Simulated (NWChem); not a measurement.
# CH₃BrOZn; SMILES [Zn]([Br])[O]C

```xyz
7

Zn     0.1250     0.4620     0.0000
Br    -0.0544    -1.7590     0.0000
O      0.4322     2.2038     0.0000
C     -0.5014     3.2334     0.0000
H     -1.1615     3.2339     0.8916
H      0.0282     4.2040     0.0000
H     -1.1615     3.2339    -0.8916
```
Atoms are numbered in this order, from 1.

Computed with NWChem. Pople sets run with spherical d functions. Structure relaxed at the PBE0/def2-SVP level. Not confirmed as a minimum by frequencies. B3LYP is NWChem's, with the RPA form of VWN correlation. Vertical excitations in the gas phase; the lowest state need not have the same character in each row.

Q: Order these by “lowest excitation, singlet (eV)”, lowest first: PBE/6-31G*, full TDDFT; B3LYP/6-31G*, full TDDFT; PBE0/6-31G*, full TDDFT.

A: PBE/6-31G*, full TDDFT (3.94), B3LYP/6-31G*, full TDDFT (4.43), PBE0/6-31G*, full TDDFT (4.66)
